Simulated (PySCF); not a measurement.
**Radial density of Yb⁴³⁺ (ytterbium, charge +43)**

M06-2X, [Ar] 3d9, 2D determinant. Computed with PySCF 2.14 in an even-tempered Gaussian basis (17 s from 8.4 bohr⁻², ratio 2.5; 11 p from 11 bohr⁻², ratio 2.5; 8 d from 11 bohr⁻², ratio 2.5; 4 f from 48 bohr⁻², ratio 2.7; 3 g from 72 bohr⁻², ratio 2.7), with the non-relativistic Hamiltonian (point nucleus).

```tsv
r (bohr)	4πr²ρ (e/bohr)	4πr²(ρα − ρβ)
0.000290	0.2473	0.0000
0.000487	0.6804	0.0000
0.000820	1.838	-0.0001
0.00138	4.808	-0.0001
0.00232	11.93	-0.0003
0.00390	27.05	-0.0007
0.00656	52.84	-0.0014
0.0110	81.03	-0.0018
0.0186	87.91	0.0024
0.0312	80.72	0.0534
0.0525	110.6	0.5106
0.0883	104.9	2.6852
0.149	91.26	5.7035
0.250	64.21	2.9413
0.420	3.913	0.1566
0.707	0.01040	0.0004
```

A non-relativistic calculation at this Z misses sizeable relativistic shifts. Spin-orbit coupling, absent here, splits the open shell strongly.
